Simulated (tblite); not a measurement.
Compound: C3H3ClN4Si.
Bonds: N1–C2 (triple), C2–C3, C3–C4 (aromatic), C4–Cl5, C4–N6 (aromatic), N6–N7 (aromatic), N7–N8 (aromatic), N8–Si9, C3–N8 (aromatic). Hydrogens: H10, H11, H12 on Si9.

A start from a force field or distance geometry was refined with GFN2-xTB geometry optimisation, gas phase (tblite 0.8.0). Values at the start:

```tsv
coordinate	start
N1≡C2	1.147 Å
C2–C3	1.426 Å
C3–C4	1.362 Å
C3–N8	1.366 Å
C4–Cl5	1.693 Å
C4–N6	1.380 Å
N6–N7	1.321 Å
N7–N8	1.345 Å
N8–Si9	1.763 Å
Si9–H10	1.491 Å
N1–C2–C3	178.7°
C2–C3–C4	128.8°
C2–C3–N8	126.7°
C3–C4–N6	108.8°
C3–N8–N7	110.9°
C3–N8–Si9	127.7°
Cl5–C4–N6	122.4°
N6–N7–N8	107.5°
```

How do these coordinates change at the GFN2-xTB level?

| coordinate | GFN2-xTB (Å or °) | change |
| --- | --- | --- |
| N6–N7 | 1.274 | -0.047 |
| Si9–H10 | 1.452 | -0.039 |
| C3–C4 | 1.396 | +0.034 |
| C4–N6 | 1.346 | -0.034 |
| C2–C3 | 1.395 | -0.031 |
| N7–N8 | 1.329 | -0.016 |
| N8–Si9 | 1.779 | +0.016 |
| C4–Cl5 | 1.689 | -0.004 |
| C3–N8 | 1.363 | -0.003 |
| N1≡C2 | 1.147 | 0.000 |
| N6–N7–N8 | 110.5 | +3.0 |
| C2–C3–C4 | 131.8 | +3.0 |
| C2–C3–N8 | 123.9 | -2.8 |
| C3–N8–N7 | 108.6 | -2.3 |
| C3–N8–Si9 | 129.9 | +2.2 |
| Cl5–C4–N6 | 123.7 | +1.3 |
| C3–C4–N6 | 107.5 | -1.3 |
| N1–C2–C3 | 179.8 | +1.1 |

The energy falls by 0.287 eV over 33 L-BFGS steps, the largest force on an atom goes from 3.03 to 0.008 eV/Å, and the atoms move by 0.090 Å rms after alignment. The bond that changes most is N6–N7 (both ends pyridine-type nitrogen), which shortens by 0.047 Å. Bonds longer at the end by more than 0.005 Å: 2 of 12; shorter: 7. Rotational constants go from 1946, 910.2, 624.7 to 1993, 900.2, 624.6 MHz.

Time: 0.27 s wall. Hardware: one thread, Arm Neoverse V1 (aarch64) (shared host).

Its GFN2-xTB frequencies are all real (lowest 62 cm⁻¹).

All values are computed, not measured.
